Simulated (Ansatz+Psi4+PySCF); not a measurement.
## singlet BeO: levels of theory in one basis

| atom | x (Å) | y (Å) | z (Å) |
| --- | --- | --- | --- |
| Be | 0.0000 | 0.0000 | -1.0708 |
| O | 0.0000 | 0.0000 | 0.5354 |

Basis set: cc-pCVTZ on Be; cc-pVTZ on O (spherical functions). Correlated methods keep 1 orbital frozen. Charge 0, multiplicity 1.

Computed with Ansatz (development build ahead of 0.2.0) and Psi4 1.11; each method stands on the lowest determinant of its kind that the runs found.

```tsv
method	E − E(RHF) (eV)	<S²> of the determinant
RHF	0.00	0.00
RHF-MP2	-10.11	–
RHF-CCSD	-9.59	–
RHF-CCSD(T)	-10.27	–
```

Caution: stretched shape with no unrestricted run beside it, a lower state can exist; unrestricted orbitals would lower the determinant. Caution for RHF-MP2, RHF-CCSD, RHF-CCSD(T): large amplitudes, a single reference is doubtful.
